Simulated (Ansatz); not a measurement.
Single points on (CuCl)2 ring (Cu2Cl2).

```yaml
crystal:
  periodic: [false, false, false]
  atoms:
    - {symbol: Cu, position_ang: [0.381750, 1.072696, -0.044981]}
    - {symbol: Cl, position_ang: [0.744052, -0.189614, 1.796955]}
    - {symbol: Cu, position_ang: [-0.381628, -1.072513, 0.044951]}
    - {symbol: Cl, position_ang: [-0.744174, 0.189431, -1.796924]}
basis:
  gaussian: {orbitals: def2-TZVP, initial_orbitals: start.molden}
hamiltonian: {xc: lda}
scf: {omitted_lower_state_checks: [starts]}
output: {orbitals: {seedname: orbitals}}
```

The file start.molden holds the orbitals of an earlier run on this structure, at another level or in another basis.

```sh
$ ansatz run in.yaml --threads 4 --pin off --events-out ev --progress --plain --max-ram 3916MiB
```

It prints (some lines left out):

```
Functional definition: SPW92
  name "SPW92"
  cite "Dirac, Proc. Camb. Phil. Soc. 26, 376 (1930) doi:10.1017/S0305004100016108"
  cite "Slater, Phys. Rev. 81, 385 (1951) doi:10.1103/PhysRev.81.385"
  cite "Perdew & Wang, Phys. Rev. B 45, 13244 (1992) doi:10.1103/PhysRevB.45.13244"
  exchange = slater_x
  correlation = pw_c
these checks for a lower state are left out or cut short: starts
1418 factors; their error is unknown
mean field evaluation 1: about -114100.7175 eV, gradient 3.3e1 eV
mean field evaluation 2: about -114101.1992 eV, gradient 7.2e-1 eV
mean field evaluation 4: about -114101.1469 eV, gradient 7.7e-2 eV
mean field -114101.14690342 eV, -4193.1398081655 hartree, gradient 1.4e-5 eV, S^2 0.000000; 0 other end points of the search recorded, 0 dependent functions left out
reference -114101.14694624 eV, -4193.1398097390 hartree; 46, 46 occupied and 118, 118 virtual orbitals, 1418 factors
Total energy: -114101.14694624 eV, -4193.1398097390 hartree
Checks for a lower state left out: starts
```

Hardware: 4 threads of Arm Neoverse V1 on a shared host. Wall time 0.95 s.

First input, but with `hamiltonian: {xc: {name: BLYP}, dispersion: d4}` (abridged; 1.7 s):

```
Functional definition: BLYP
mean field -114336.83974787 eV, -4201.8013604407 hartree, gradient 1.2e-5 eV, S^2 0.000000
Total energy: -114337.18946712 eV, -4201.8142123860 hartree
Checks for a lower state left out: starts
```

The first input with `hamiltonian: {xc: {name: PBE-QIDH}}`, `correlation: {frozen_orbitals: {Cl: 5, Cu: 9}}` and without the key `output` (abridged; 4.8 s):

```
Functional definition: PBE-QIDH
mean field -114277.76788042 eV, -4199.6305093524 hartree, gradient 1.1e-6 eV, S^2 0.000000
28 core orbitals not correlated: weight in the atoms' cores, before any rotation towards them, 1.000 or more for the frozen orbitals, at most 0.000 for the correlated occupied ones
second order -38.01574293 eV of doubles, -0.00000000 eV of singles
Total energy: -114290.43980837 eV, -4200.0961941149 hartree
Checks for a lower state left out: starts
```

The first input with `gaussian: {orbitals: def2-TZVPP, initial_orbitals: start.molden}`, `correlation: {method: ccsd_t, frozen_orbitals: {Cl: 5, Cu: 9}}` and without the key `hamiltonian` (abridged; 84 s):

```
Functional definition: HF
mean field -114207.37510378 eV, -4197.0436225248 hartree, gradient 7.4e-6 eV, S^2 0.000000
28 core orbitals not correlated: weight in the atoms' cores, before any rotation towards them, 1.000 or more for the frozen orbitals, at most 0.000 for the correlated occupied ones
second order -38.03820381 eV of doubles, -0.00000000 eV of singles
cycle   1  -33.22746668 eV  change     4.8e0 eV  update   2.4e-1
cycle   2  -34.88761039 eV  change    -1.7e0 eV  update   1.5e-1
cycle   3  -35.22034069 eV  change   -3.3e-1 eV  update   4.1e-2
cycle   4  -35.20160666 eV  change    1.9e-2 eV  update   2.1e-2
cycle   5  -35.15646884 eV  change    4.5e-2 eV  update   1.1e-2
cycle   6  -35.15316889 eV  change    3.3e-3 eV  update   5.3e-3
cycle   7  -35.16287426 eV  change   -9.7e-3 eV  update   3.3e-3
cycle   8  -35.16260856 eV  change    2.7e-4 eV  update   1.6e-3
cycle   9  -35.16175601 eV  change    8.5e-4 eV  update   7.2e-4
cycle  10  -35.16310074 eV  change   -1.3e-3 eV  update   2.9e-4
cycle  11  -35.16289237 eV  change    2.1e-4 eV  update   1.3e-4
cycle  12  -35.16241406 eV  change    4.8e-4 eV  update   6.0e-5
cycle  13  -35.16250272 eV  change   -8.9e-5 eV  update   3.6e-5
cycle  14  -35.16245751 eV  change    4.5e-5 eV  update   1.8e-5
cycle  15  -35.16244197 eV  change    1.6e-5 eV  update   9.0e-6
perturbative correction -1.55730221 eV, -0.0572298006 hartree
Total energy: -114244.09484796 eV, -4198.3930482339 hartree
Checks for a lower state left out: starts
```

The first input with `gaussian: {orbitals: def2-TZVPD, initial_orbitals: start.molden}`, `hamiltonian: {xc: pbe, dispersion: d4}` (abridged; 2.1 s):

```
Functional definition: PBE
mean field -114308.50779240 eV, -4200.7601802814 hartree, gradient 1.3e-5 eV, S^2 0.000000
Total energy: -114308.67133445 eV, -4200.7661903406 hartree
Checks for a lower state left out: starts
```

First input, but with `hamiltonian: {xc: {name: CAM-B3LYP}, dispersion: d4}` (abridged; 3.4 s):

```
Functional definition: CAM-B3LYP
mean field -114338.27461675 eV, -4201.8540908994 hartree, gradient 2.5e-5 eV, S^2 0.000000
Total energy: -114338.42032950 eV, -4201.8594457441 hartree
Checks for a lower state left out: starts
```

The first input with `gaussian: {orbitals: 6-31G}`, `hamiltonian: {xc: {name: B3LYP}, dispersion: d4}` (abridged; 1.3 s):

```
Functional definition: B3LYP
mean field evaluation 16: about -114314.5848 eV, gradient 3.5e-5 eV
mean field -114314.58481566 eV, -4200.9835067669 hartree, gradient 3.5e-5 eV, S^2 0.000000
Total energy: -114314.85865046 eV, -4200.9935700103 hartree
Checks for a lower state left out: starts
```

Geometry: r2SCAN-D4/def2-SVP.

The 6-31G sets use Cartesian d functions. B3LYP takes the VWN-RPA correlation. Correlated methods freeze 28 core orbitals.
